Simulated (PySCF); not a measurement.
# Broadened absorption spectrum of 2-hydroxypyridine

Species: 2-hydroxypyridine, C5H5NO.
SMILES: `OC1=CC=CC=N1`

Level of theory: TDDFT CAM-B3LYP/def2-SVPD, vertical, gas phase, core orbitals frozen in the response (PySCF 2.14.0, density-fitted response routines). Geometry: PBE0-D3(BJ)/def2-SVP, one conformer, isolated molecule. Torsions of this conformer, `[OH:1][c:2]1[cH:3][cH:4][cH:5][cH:6][n:7]1`: H–O1–C2–C3 180°.

Broadening: Gaussians 0.25 eV wide at half height, area fixed by f = 4.319×10⁻⁹ ∫ε dν̃. The width is an assumption, not a result. The curve ends short of the highest state used, and states not computed would add to its high-energy end.

```tsv
λ (nm)	ε (L mol⁻¹ cm⁻¹)
168.0	72148
170.1	59619
172.2	27955
174.3	7148
176.3	1175
178.4	249
180.5	329
182.5	399
184.6	293
186.7	132
188.8	58
190.8	179
192.9	917
195.0	3059
197.1	6600
199.1	9370
201.2	9287
203.3	6403
205.4	3140
207.4	1183
209.5	319
211.6	79
213.6	63
215.7	136
217.8	262
219.9	385
221.9	442
224.0	436
226.1	482
228.2	836
230.2	1743
232.3	3444
234.4	5631
236.4	7461
238.5	8287
240.6	7642
242.7	5908
244.7	3956
246.8	2223
248.9	1074
251.0	450
253.0	173
255.1	56
257.2	16
```

**Question.** Where are the band maxima, and which computed states make them?

**Answer.** 239 nm (5.20 eV), ε about 8300, made up of S1 (100%); 222 nm (5.57 eV), ε about 440, made up of S2 (97%) (hardly more than a shoulder); 200 nm (6.20 eV), ε about 9800, made up of S3 (100%); 182 nm (6.80 eV), ε about 400, made up of S5 (100%); 168 nm (7.37 eV), ε about 72000, made up of S7 (77%) and S8 (23%) (ε in L mol⁻¹ cm⁻¹; maxima over ε = 5, shares over 10%). The states used: S1 5.20 eV (f 0.077); S2 5.59 eV (f 0.0040); S3 6.20 eV (f 0.090); S4 6.23 eV (f 0.0005); S5 6.80 eV (f 0.0037); S6 7.15 eV (f 0.0007); S7 7.33 eV (f 0.547); S8 7.49 eV (f 0.294); S9 7.63 eV (f 0.023); S10 7.98 eV (f 0.091).

**Question.** On this curve, what absorbance would a 10⁻³ mol/L sample give at 193 nm over a 1 cm path?

**Answer.** 193 nm is 6.424 eV, where ε is about 980 L mol⁻¹ cm⁻¹, so A = ε c l ≈ 0.98 (Beer–Lambert, with the gas-phase spectrum and the assumed width).

**Question.** What would ε be at 7.37 eV, the highest of these maxima, with half the width (0.125 eV)?

**Answer.** About 96900 L mol⁻¹ cm⁻¹ against 72400, a factor of about 1.3; a lone state at its own centre would give exactly 2.

**Question.** Coming from long wavelengths, where does ε first pass 100 L mol⁻¹ cm⁻¹?

**Answer.** At about 254 nm (4.88 eV), 0.32 eV below S1.

All these states lie below the vertical ionisation energy of 9.03 eV (ΔSCF).
